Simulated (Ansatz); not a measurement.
# Molecular dynamics of GaH5S

Input file:

```yaml
crystal:
  periodic: [false, false, false]
  atoms:
    - { symbol: Ga, position_ang: [-0.784251, -0.397609, -0.275854] }
    - { symbol: H, position_ang: [0.420973, 0.170227, -1.378452] }
    - { symbol: H, position_ang: [-0.921193, -1.929636, -0.447407] }
    - { symbol: H, position_ang: [-1.824407, 0.719185, -0.015582] }
    - { symbol: H, position_ang: [0.994701, 0.179602, -0.442189] }
    - { symbol: S, position_ang: [1.196285, -0.012806, 1.166321] }
    - { symbol: H, position_ang: [0.917992, 1.271039, 1.393064] }
basis:
  gaussian: { orbitals: def2-TZVP }
hamiltonian:
  xc: { name: BHLYP }
  dispersion: d4
md:
  timestep: 0.5
  n_steps: 200
  ensemble: nve
  temperature: 300.0
  initial_velocities: maxwell_boltzmann
  seed: 11118
```

Launched with:

```bash
$ ansatz run input.yaml --threads 2 --pin off --max-ram 3072MiB --backend cpu --events-out ev --progress --plain --runs-dir out
```

It starts at the highest image of a converged band, a first-order saddle point between two minima.

Output, in part (step lines, the closing report, with atoms numbered from 0):

```
md step     0: t =     0.00 fs  T =   300.0 K  F+E_penalty+E_count = -63293.09895208 eV  E_kin = 0.193890 eV  conserved = -63292.90506208 eV  (25 SCF iters)
md step     1: t =     0.50 fs  T =   295.6 K  F+E_penalty+E_count = -63293.09607979 eV  E_kin = 0.191070 eV  conserved = -63292.90501012 eV  (30 SCF iters)
md step     2: t =     1.00 fs  T =   284.4 K  F+E_penalty+E_count = -63293.08871405 eV  E_kin = 0.183808 eV  conserved = -63292.90490603 eV  (30 SCF iters)
md step     3: t =     1.50 fs  T =   268.7 K  F+E_penalty+E_count = -63293.07845651 eV  E_kin = 0.173685 eV  conserved = -63292.90477189 eV  (30 SCF iters)
md step     4: t =     2.00 fs  T =   251.9 K  F+E_penalty+E_count = -63293.06741826 eV  E_kin = 0.162786 eV  conserved = -63292.90463195 eV  (30 SCF iters)
md step     5: t =     2.50 fs  T =   237.2 K  F+E_penalty+E_count = -63293.05783789 eV  E_kin = 0.153329 eV  conserved = -63292.90450865 eV  (31 SCF iters)
md step     6: t =     3.00 fs  T =   227.9 K  F+E_penalty+E_count = -63293.05172345 eV  E_kin = 0.147303 eV  conserved = -63292.90442056 eV  (30 SCF iters)
md step     7: t =     3.50 fs  T =   226.2 K  F+E_penalty+E_count = -63293.05055867 eV  E_kin = 0.146178 eV  conserved = -63292.90438069 eV  (30 SCF iters)
[... lines left out ...]
Total energy: -63293.50980498 eV, -2325.9935834511 hartree
Atom 0 at    -1.035012    -0.463793    -0.472592 Å, force     0.108727     0.773321    -0.125944 eV/Å
Atom 1 at    -0.261946     0.159994    -1.642845 Å, force     0.290028     0.523744    -0.547063 eV/Å
Atom 2 at    -0.538351    -1.909975    -0.412015 Å, force    -0.294897    -0.620465     0.618677 eV/Å
Atom 3 at    -2.116169     0.499178     0.150436 Å, force     0.105878    -0.579382     0.195689 eV/Å
Atom 4 at     2.296736    -0.520652     0.527209 Å, force    -0.498393     0.810648     1.001497 eV/Å
Atom 5 at     1.676585     0.157271     1.567606 Å, force     0.564219    -0.284534    -1.065730 eV/Å
Atom 6 at     2.276670     1.350387     1.331885 Å, force    -0.275560    -0.623332    -0.077126 eV/Å
Dipole moment:     0.235470     0.068895     0.074576 e Å
```

The steps, from the saved trajectory:

```json
{"time (fs)": "0", "T (K)": "300", "potential energy less start (eV)": "0.000", "conserved less start (meV/atom)": "0.00"}
{"time (fs)": "3", "T (K)": "228", "potential energy less start (eV)": "0.047", "conserved less start (meV/atom)": "0.09"}
{"time (fs)": "6", "T (K)": "329", "potential energy less start (eV)": "-0.019", "conserved less start (meV/atom)": "0.03"}
{"time (fs)": "9", "T (K)": "453", "potential energy less start (eV)": "-0.099", "conserved less start (meV/atom)": "0.06"}
{"time (fs)": "12", "T (K)": "723", "potential energy less start (eV)": "-0.273", "conserved less start (meV/atom)": "-0.03"}
{"time (fs)": "15", "T (K)": "961", "potential energy less start (eV)": "-0.427", "conserved less start (meV/atom)": "0.04"}
{"time (fs)": "18", "T (K)": "1311", "potential energy less start (eV)": "-0.654", "conserved less start (meV/atom)": "-0.06"}
{"time (fs)": "21", "T (K)": "1410", "potential energy less start (eV)": "-0.717", "conserved less start (meV/atom)": "0.03"}
{"time (fs)": "24", "T (K)": "1452", "potential energy less start (eV)": "-0.745", "conserved less start (meV/atom)": "-0.05"}
{"time (fs)": "27", "T (K)": "1235", "potential energy less start (eV)": "-0.604", "conserved less start (meV/atom)": "-0.01"}
{"time (fs)": "30", "T (K)": "954", "potential energy less start (eV)": "-0.422", "conserved less start (meV/atom)": "0.05"}
{"time (fs)": "33", "T (K)": "918", "potential energy less start (eV)": "-0.399", "conserved less start (meV/atom)": "0.00"}
{"time (fs)": "36", "T (K)": "926", "potential energy less start (eV)": "-0.405", "conserved less start (meV/atom)": "-0.01"}
{"time (fs)": "39", "T (K)": "875", "potential energy less start (eV)": "-0.371", "conserved less start (meV/atom)": "0.06"}
{"time (fs)": "42", "T (K)": "1000", "potential energy less start (eV)": "-0.453", "conserved less start (meV/atom)": "-0.02"}
{"time (fs)": "45", "T (K)": "964", "potential energy less start (eV)": "-0.429", "conserved less start (meV/atom)": "-0.05"}
{"time (fs)": "48", "T (K)": "738", "potential energy less start (eV)": "-0.282", "conserved less start (meV/atom)": "0.06"}
{"time (fs)": "51", "T (K)": "696", "potential energy less start (eV)": "-0.256", "conserved less start (meV/atom)": "-0.02"}
{"time (fs)": "54", "T (K)": "545", "potential energy less start (eV)": "-0.158", "conserved less start (meV/atom)": "0.07"}
{"time (fs)": "57", "T (K)": "603", "potential energy less start (eV)": "-0.196", "conserved less start (meV/atom)": "0.02"}
{"time (fs)": "60", "T (K)": "800", "potential energy less start (eV)": "-0.323", "conserved less start (meV/atom)": "-0.01"}
{"time (fs)": "63", "T (K)": "901", "potential energy less start (eV)": "-0.388", "conserved less start (meV/atom)": "0.01"}
{"time (fs)": "66", "T (K)": "979", "potential energy less start (eV)": "-0.438", "conserved less start (meV/atom)": "0.02"}
{"time (fs)": "69", "T (K)": "1057", "potential energy less start (eV)": "-0.490", "conserved less start (meV/atom)": "-0.07"}
{"time (fs)": "72", "T (K)": "843", "potential energy less start (eV)": "-0.351", "conserved less start (meV/atom)": "0.07"}
{"time (fs)": "75", "T (K)": "818", "potential energy less start (eV)": "-0.335", "conserved less start (meV/atom)": "0.02"}
{"time (fs)": "78", "T (K)": "858", "potential energy less start (eV)": "-0.360", "conserved less start (meV/atom)": "0.03"}
{"time (fs)": "81", "T (K)": "995", "potential energy less start (eV)": "-0.449", "conserved less start (meV/atom)": "0.02"}
{"time (fs)": "84", "T (K)": "1206", "potential energy less start (eV)": "-0.586", "conserved less start (meV/atom)": "-0.02"}
{"time (fs)": "87", "T (K)": "1220", "potential energy less start (eV)": "-0.595", "conserved less start (meV/atom)": "-0.02"}
{"time (fs)": "90", "T (K)": "1073", "potential energy less start (eV)": "-0.499", "conserved less start (meV/atom)": "0.07"}
{"time (fs)": "93", "T (K)": "1154", "potential energy less start (eV)": "-0.553", "conserved less start (meV/atom)": "-0.08"}
{"time (fs)": "96", "T (K)": "949", "potential energy less start (eV)": "-0.419", "conserved less start (meV/atom)": "0.07"}
{"time (fs)": "99", "T (K)": "906", "potential energy less start (eV)": "-0.391", "conserved less start (meV/atom)": "0.04"}
```

The run went to its last step. The conserved energy stayed within 0.11 meV per atom of its start (net change 0.035 meV per atom), so the integration is sound. The kinetic energy rose, since the run started high on the potential surface and went downhill. It ends in pieces (GaH3 + H2S), so much of that is their flight and rotation, not heat. A run of 0.1 ps of so small a system gives no equilibrium averages. The orbitals stay closed-shell, which can raise the energy where a bond breaks towards radicals; this wasn't checked here.

Between its relaxed ends the band would form H2–H5 and break Ga1–H2, H5–S6. These pairs go: H2–H5 1.10 → 3.42 Å, Ga1–H2 1.73 → 1.53 Å, H5–S6 1.63 → 1.39 Å. In the last frame they stand as before the step (other bonds may differ from the relaxed reactants and products). Also parted: Ga1–H5 1.88 → 3.48 Å, Ga1–S6 2.48 → 3.45 Å. It ends as GaH3 + H2S. Pairs count as bonded within 1.25 times the sum of covalent radii (0.12 Å more for H–H).

Last frame:

```xyz
7
Properties=species:S:1:pos:R:3
Ga -1.035 -0.464 -0.473
H -0.262 0.160 -1.643
H -0.538 -1.910 -0.412
H -2.116 0.499 0.150
H 2.297 -0.521 0.527
S 1.677 0.157 1.568
H 2.277 1.350 1.332
```

Time of the run: 2.2 min on 2 threads of AMD EPYC 9R45 96-Core Processor (Zen 5), with other jobs on the host, peak memory 0.27 GiB.
